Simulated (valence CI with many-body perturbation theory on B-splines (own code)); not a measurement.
Forbidden lines of Nd¹⁹⁺

Method: valence CI with perturbative core correlation (CI+MBPT): five valence electrons over a frozen Dirac-Fock core [Kr], radial functions for each j: 7 s, 7 p, 8 d, 6 f, 4 g, 1 h, with the one-electron correlation potential Σ1, the two-electron term Σ2, the three-electron term Σ3, Breit, model QED; selected CI, second order for the rest, scaled by the run's own slope (own B-spline code, finite nucleus).

No measured spectrum was set against this ion. As an estimate, terms of the open shell hold to 2 to 4 % of their energy, and close levels can change places. Among the levels kept, up to 430 cm⁻¹ of a level comes from second order outside the variational space, and about a tenth of that is noise between levels of different J, which matters for small intervals. The list stops below the first excitations out of the core.

Lines 1 to 50 of 120 in falling wavelength, among levels below 654090 cm⁻¹, chosen from the decays that carry over 1 % of a level's rate. Wavelengths and rates use the calculated energies, so an error of 2000 cm⁻¹ moves a line at 8708 Å by 17 % and its rate by three times that or more. Electric multipoles are in the length gauge, E1 and E2 with the static RPA response of the core. S is in atomic units (e²a₀⁴ for E2 and M2, e²a₀⁶ for E3), for M1 in squared Bohr magnetons. Weak lines are less certain than strong ones. Lines between different terms over intervals too small for the method are left out, as are lines whose strength nearly cancels. Where a level lies close to another of its J and parity, the split of strength between their lines is uncertain.

Levels are named by their leading jj configuration (3d3/2^4 stands for four electrons in 3d with j = 3/2), which in mixed levels can hold well under half, so a name can repeat and another be missing. Letters in brackets count levels of one name in rising energy.

```csv
λ vac (Å),Upper,Lower,Type,A (s⁻¹),S (a.u.)
25520,(4d3/2^3 4d5/2^2) J=11/2,(4d3/2^3 4d5/2^2) J=7/2 [a],E2,4.75e-08,5.51e-03
22170,(4d3/2^3 4d5/2^2) J=9/2,(4d3/2^3 4d5/2^2) J=11/2,M1,1.83e+00,7.38e+00
11860,(4d3/2^3 4d5/2^2) J=9/2,(4d3/2^3 4d5/2^2) J=7/2 [a],M1,1.33e+01,8.22e+00
9886,(4d3/2^2 4d5/2^3) J=13/2,(4d3/2^2 4d5/2^3) J=11/2,M1,8.28e+00,4.15e+00
8708,(4d3/2^3 4d5/2^2) J=1/2,(4d3/2^3 4d5/2^2) J=3/2,M1,6.43e+01,3.15e+00
7841,(4d3/2^2 4d5/2^3) J=3/2 [a],(4d3/2^3 4d5/2^2) J=5/2 [b],M1,1.82e+01,1.30e+00
6701,(4d3/2^2 4d5/2^3) J=7/2 [b],(4d3/2^2 4d5/2^3) J=5/2 [a],M1,1.73e+01,1.54e+00
6421,(4d3/2^3 4d5/2^2) J=7/2 [b],(4d3/2^3 4d5/2^2) J=9/2,M1,1.19e+01,9.34e-01
6383,(4d3/2^3 4d5/2^2) J=7/2 [b],(4d3/2^3 4d5/2^2) J=5/2 [a],M1,6.80e+01,5.24e+00
5544,(4d3/2^2 4d5/2^3) J=3/2 [b],(4d3/2^3 4d5/2^2) J=5/2 [b],M1,6.93e+01,1.75e+00
5292,(4d3/2^2 4d5/2^3) J=9/2 [a],(4d3/2^3 4d5/2^2) J=7/2 [b],M1,6.75e+01,3.71e+00
5179,(4d3/2^3 4d5/2^2) J=7/2 [a],(4d3/2^4 4d5/2) J=5/2 [b],M1,1.36e+02,5.61e+00
4859,(4d3/2^2 4d5/2^3) J=9/2 [b],(4d3/2^2 4d5/2^3) J=9/2 [a],M1,6.08e+01,2.59e+00
4678,(4d3/2^2 4d5/2^3) J=5/2 [b],(4d3/2^2 4d5/2^3) J=3/2 [b],M1,2.97e+01,6.77e-01
4623,(4d3/2^3 4d5/2^2) J=3/2,(4d3/2^4 4d5/2) J=5/2 [b],M1,9.73e+01,1.43e+00
4462,(4d3/2 4d5/2^4) J=7/2 [a],(4d3/2^2 4d5/2^3) J=5/2 [b],M1,6.80e+01,1.79e+00
4234,(4d3/2^2 4d5/2^3) J=7/2 [b],(4d3/2^2 4d5/2^3) J=9/2 [a],M1,1.77e+01,3.98e-01
4166,(4d3/2^3 4d5/2^2) J=7/2 [b],(4d3/2^3 4d5/2^2) J=7/2 [a],M1,1.29e+02,2.77e+00
3993,(4d3/2^2 4d5/2^3) J=9/2 [c],(4d3/2^2 4d5/2^3) J=7/2 [b],M1,5.95e+01,1.40e+00
3751,(4d3/2^2 4d5/2^3) J=5/2 [b],(4d3/2^2 4d5/2^3) J=3/2 [a],M1,1.58e+02,1.85e+00
3747,(4d3/2 4d5/2^4) J=7/2 [a],(4d3/2^2 4d5/2^3) J=9/2 [b],M1,1.20e+02,1.87e+00
3723,(4d3/2^2 4d5/2^3) J=1/2 [a],(4d3/2^3 4d5/2^2) J=1/2,M1,5.36e+02,2.05e+00
3665,(4d3/2^2 4d5/2^3) J=3/2 [a],(4d3/2^3 4d5/2^2) J=1/2,M1,1.98e+01,1.45e-01
3649,(4d3/2^2 4d5/2^3) J=7/2 [a],(4d3/2^3 4d5/2^2) J=9/2,M1,2.30e+02,3.31e+00
3637,(4d3/2^2 4d5/2^3) J=7/2 [a],(4d3/2^3 4d5/2^2) J=5/2 [a],M1,8.48e+01,1.21e+00
3624,(4d3/2^2 4d5/2^3) J=5/2 [a],(4d3/2^3 4d5/2^2) J=7/2 [b],M1,8.76e+01,9.27e-01
3617,(4d3/2^3 4d5/2^2) J=5/2 [a],(4d3/2^4 4d5/2) J=5/2 [b],M1,6.27e+02,6.61e+00
3617,(4d3/2^2 4d5/2^3) J=9/2 [b],(4d3/2^2 4d5/2^3) J=7/2 [a],M1,2.56e+01,4.49e-01
3561,(4d3/2^2 4d5/2^3) J=9/2 [c],(4d3/2^2 4d5/2^3) J=9/2 [b],M1,3.01e+02,5.04e+00
3529,(4d3/2^3 4d5/2^2) J=5/2 [b],(4d3/2^3 4d5/2^2) J=7/2 [a],M1,2.38e+02,2.32e+00
3507,(4d3/2^2 4d5/2^3) J=11/2,(4d3/2^3 4d5/2^2) J=9/2,M1,1.00e+02,1.93e+00
3480,(4d3/2^2 4d5/2^3) J=7/2 [c],(4d3/2^2 4d5/2^3) J=5/2 [a],M1,1.75e+01,2.19e-01
3445,(4d3/2^2 4d5/2^3) J=3/2 [c],(4d3/2^2 4d5/2^3) J=3/2 [b],M1,1.91e+02,1.16e+00
3335,(4d3/2 4d5/2^4) J=5/2 [a],(4d3/2^2 4d5/2^3) J=3/2 [b],M1,2.65e+02,2.19e+00
3259,(4d3/2^2 4d5/2^3) J=7/2 [b],(4d3/2^2 4d5/2^3) J=7/2 [a],M1,1.64e+02,1.68e+00
3133,(4d3/2^2 4d5/2^3) J=5/2 [b],(4d3/2^2 4d5/2^3) J=7/2 [a],M1,3.50e+02,2.40e+00
3071,(4d3/2^2 4d5/2^3) J=3/2 [b],(4d3/2^3 4d5/2^2) J=1/2,M1,7.94e+01,3.41e-01
3053,(4d3/2^2 4d5/2^3) J=3/2 [a],(4d3/2^3 4d5/2^2) J=5/2 [a],M1,9.91e+01,4.18e-01
3028,(4d3/2^2 4d5/2^3) J=11/2,(4d3/2^3 4d5/2^2) J=11/2,M1,5.20e+02,6.43e+00
2879,(4d3/2^2 4d5/2^3) J=3/2 [c],(4d3/2^2 4d5/2^3) J=1/2 [a],M1,2.90e+01,1.03e-01
2800,(4d3/2^4 4d5/2) J=5/2 [b],(4d3/2^4 4d5/2) J=5/2 [a],M1,7.33e+02,3.58e+00
2791,(4d3/2^2 4d5/2^3) J=7/2 [a],(4d3/2^3 4d5/2^2) J=7/2 [a],M1,1.41e+02,9.10e-01
2779,(4d3/2^2 4d5/2^3) J=1/2 [b],(4d3/2^2 4d5/2^3) J=3/2 [b],M1,1.64e+02,2.61e-01
2629,(4d3/2^2 4d5/2^3) J=3/2 [b],(4d3/2^3 4d5/2^2) J=5/2 [a],M1,5.95e+01,1.60e-01
2608,(4d3/2^2 4d5/2^3) J=1/2 [a],(4d3/2^3 4d5/2^2) J=3/2,M1,5.18e+02,6.81e-01
2593,(4d3/2 4d5/2^4) J=7/2 [a],(4d3/2^2 4d5/2^3) J=5/2 [a],M1,4.44e+02,2.29e+00
2579,(4d3/2^2 4d5/2^3) J=3/2 [a],(4d3/2^3 4d5/2^2) J=3/2,M1,5.86e+00,1.49e-02
2565,(4d3/2^2 4d5/2^3) J=9/2 [a],(4d3/2^3 4d5/2^2) J=11/2,M1,2.26e+02,1.42e+00
2537,(4d3/2^2 4d5/2^3) J=5/2 [b],(4d3/2^3 4d5/2^2) J=5/2 [b],M1,3.61e+02,1.31e+00
2533,(4d3/2^2 4d5/2^3) J=9/2 [b],(4d3/2^3 4d5/2^2) J=7/2 [b],M1,1.26e+02,7.57e-01
```
